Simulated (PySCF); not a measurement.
# Ionisation energy of Yb⁶⁶⁺ by level of theory

Yb⁶⁶⁺ [He] 2s2 (1S) → Yb⁶⁷⁺ [He] 2s1 (2S), as a difference of total energies. Computed with PySCF 2.14 in an even-tempered Gaussian basis (17 s from 46 bohr⁻², ratio 2.2; 8 p from 69 bohr⁻², ratio 2.4; 5 d from 210 bohr⁻², ratio 2.4; 5 f from 310 bohr⁻², ratio 2.4; 4 g from 470 bohr⁻², ratio 2.4), with the non-relativistic Hamiltonian (point nucleus). Correlated levels: nothing frozen; virtual orbitals above 40 to 60 times the deepest correlated orbital energy dropped. The calculations carry no spin-orbit coupling.

```tsv
method	ionisation energy (eV)
UHF	15635.0
LDA	15628.5
PBE	15641.9
PBE0	15640.6
r2SCAN	15632.2
M06	15631.6
B2PLYP	15642.5
MP2 (all electrons)	15647.1
SCS-MP2 (all electrons)	15649.4
```

Question: How much does correlation contribute at MP2 (all electrons)?

Answer: 15647.1 − (15635.0) = 12.1 eV, measured against UHF.

The gap to the reference is mostly relativistic.

For comparison: 17050 ± 40 eV (theoretical estimate listed by NIST; NIST Atomic Spectra Database, ionization energies).
